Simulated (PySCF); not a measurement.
C5H5Cl, SMILES C(=C)=C/C=C/Cl.

Coordinates come from a PBE0-D3(BJ)/def2-SVP optimisation. The structure was generated by enumeration; whether it is a known compound was not checked. Other conformers were not sampled.

Vertical ionisation energy (IE) and electron affinity (EA) in eV. Rows of orbital energies are one-electron estimates. Where ΔSCF, EOM or ADC give a negative EA the extra electron is unbound and the value depends on the basis.

| level | IE | EA |
|---|---|---|
| −ε(HOMO), −ε(LUMO), CAM-B3LYP/def2-TZVP (PySCF) | 7.79 | 0.17 |
| −ε(HOMO), −ε(LUMO), PBE/def2-TZVP (PySCF) | [?] | [?] |

### Question
Some entries are withheld; supply them. (Estimate from the structure and the level; the computed values follow.)

### Answer

- −ε(HOMO), −ε(LUMO), PBE/def2-TZVP (PySCF), IE: 5.53
- −ε(HOMO), −ε(LUMO), PBE/def2-TZVP (PySCF), EA: 2.13
